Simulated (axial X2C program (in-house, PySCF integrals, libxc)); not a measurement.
## FSmF: the levels of the configuration f6 s0

Computed with an axial X2C code built on PySCF integrals: two-component X2C with atomic mean-field Coulomb and Gaunt terms, basis F dyall-av3z, Sm dyall-v3z (cores contracted in-house). Orbitals come from Hartree–Fock averaged over the configuration Sm f6 s0; CI then distributes these electrons over the f, s shells of Sm.

F–Sm–F held linear, both bonds 2.215 Å (near the minimum of the configuration average).

Lowest levels of this model:

```tsv
Ω	energy (cm⁻¹)	g∥	configuration
0	0	0.00	100% f6
1	115	4.01	100% f6
2	475	7.87	100% f6
3	1141	11.48	100% f6
0	1601	0.00	100% f6
1	1712	4.32	100% f6
2	2088	7.69	100% f6
0	2363	0.00	100% f6
1	2503	3.72	100% f6
3	2773	9.72	100% f6
2	2866	7.11	100% f6
4	2873	13.62	100% f6
0	3127	0.00	100% f6
1	3358	4.89	100% f6
0	3487	0.00	100% f6
2	4029	4.38	100% f6
0	4110	0.00	100% f6
0	4263	0.00	100% f6
3	4275	8.15	100% f6
4	4503	11.98	100% f6
5	4710	15.80	100% f6
3	5664	6.61	100% f6
4	6048	10.36	100% f6
5	6400	14.15	100% f6
6	6725	17.97	100% f6
```

g∥ is the magnitude of 2⟨Lz + ge Sz⟩ for the +Ω component.

This point took 3.4 s on 1 thread of Arm Neoverse V2, on a shared host.

Dynamic correlation is missing, so gaps between terms are too wide and other configurations may lie lower; the lowest level listed is that of this model, not necessarily the ground state. At most 4 roots were kept for each Ω > 0 (twice that for Ω = 0) within 2.2 eV of the lowest, so higher up levels can be missing between those listed; levels with Ω > 0 are doubly degenerate and listed once, Ω = 0 levels singly. States that fill the shells left empty in the average are placed too high. The molecule was held linear; bending was not examined.
